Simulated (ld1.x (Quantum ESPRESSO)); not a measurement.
# Configuration tests for Si (Z = 14) (RRKJ)

```json
{
 "Element": "Si (Z = 14)",
 "Generator": "ld1.x (Quantum ESPRESSO) 7.5",
 "Type": "norm-conserving RRKJ (Kleinman–Bylander form)",
 "Functional": "PBEsol",
 "Relativity": "non-relativistic",
 "Frozen core": "[He]",
 "Valence charge": "12",
 "Reference configuration": "2s2 2p6 3s2 3p2",
 "Partial waves": "2s (bound): rc 0.85 bohr; 2p (bound): rc 0.60 bohr",
 "Local potential": "all-electron potential smoothed inside 0.75 bohr (lloc = -1)",
 "Core correction": "none"
}
```

Occupied shells without a wave of their own: 3p, 3s. They enter only through the test configuration that unscreens the potential.

Energies are relative to the spin-unpolarised reference configuration 2s2 2p6 3s2 3p2; without spin polarisation the order of configurations can differ from experiment.

Q: Give the all-electron excitation energy and the error of the potential for: 2s2 2p6 3s2 3p1; 2s2 2p6 3s2 3p0; 2s2 2p6 3s1 3p0; 2s2 2p6 3s2 3p1.5; 2s2 2p6 3s0 3p0; 2s2 2p5 3s2 3p2; 2s1 2p6 3s2 3p2.

A:

| valence configuration | charge | ΔE all-electron (eV) | error AE − PS (meV) |
| --- | --- | --- | --- |
| 2s2 2p6 3s2 3p1 | +1 | 7.724 | +59 |
| 2s2 2p6 3s2 3p0 | +2 | 23.699 | +160 |
| 2s2 2p6 3s1 3p0 | +3 | 57.528 | +190 |
| 2s2 2p6 3s2 3p1.5 | +0.5 | 2.914 | +25 |
| 2s2 2p6 3s0 3p0 | +4 | 102.234 | +210 |
| 2s2 2p5 3s2 3p2 | +1 | 109.930 | +45 |
| 2s1 2p6 3s2 3p2 | +1 | 151.979 | -148 |

Levels in the configuration 2s2 2p6 3s1 3p0:

```json
{"level": "2s", "all-electron (eV)": "-174.801", "pseudo (eV)": "-174.702"}
{"level": "2p", "all-electron (eV)": "-131.858", "pseudo (eV)": "-131.728"}
{"level": "3s", "all-electron (eV)": "-39.274", "pseudo (eV)": "-39.247"}
```

The 3p, 3s levels have no wave, so the channel is fitted at the deeper level alone: the likely source of the large errors.
